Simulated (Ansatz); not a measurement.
Reaction (substitution at a C–C bond): `CC(F)CO` + `[OH][AlH2]` → `CC(F)[O][AlH2]` + CH₃OH

Calculated with Ansatz (gas phase, PBE0-D4/def2-TZVP geometries, no zero-point term in ΔE). CBS: MP2 limit from def2 TZ/QZ plus the TZ coupled-cluster correction, frozen cores. This one scheme is used for every species. DFT in def2-TZVPP. B3LYP here is the variant with VWN-RPA as its local correlation; programs differ in this. Each species was taken in one conformer, which may not be the lowest.

Problem. Is it downhill or uphill in electronic energy at CCSD(T)/CBS, and by how much? (An estimate is asked.)

Solution. The calculation gave: Uphill: ΔE = +31.0 kJ/mol.

Problem. What do these levels give: revPBE-D4, B97M-V, B3LYP-D4, BHLYP-D4, B2PLYP, PBE, PBE0, B3LYP, MP2/def2-SVP, CCSD(T)/def2-SVP, HF/def2-QZVPP, MP2/def2-QZVPP? (Best estimate.)

Solution. The calculation gave: revPBE-D4 25.0, B97M-V 25.0, B3LYP-D4 21.2, BHLYP-D4 20.5, B2PLYP 24.9, PBE 25.0, PBE0 25.8, B3LYP 21.2, MP2/def2-SVP 19.3, CCSD(T)/def2-SVP 14.8, HF/def2-QZVPP 15.0, MP2/def2-QZVPP 33.8 kJ/mol.

Largest T1 diagnostic among the species: 0.012.

Leaving LDA and LC-ωPBE aside and taking each functional with its dispersion term where it has one, the values, not all of them listed here, spread over 8.1 kJ/mol, from BLYP-D4 to PBE-QIDH. LDA lies +4.0 kJ/mol from PBE without D4. In def2-TZVPP, CCSD(T) changes the Hartree–Fock value by +13.0 kJ/mol (the triples alone add +0.7 kJ/mol) and MP2 by +17.0 kJ/mol. At CCSD(T), def2-SVP lies −16.2 kJ/mol from the extrapolated value and def2-TZVPP −2.6 kJ/mol.
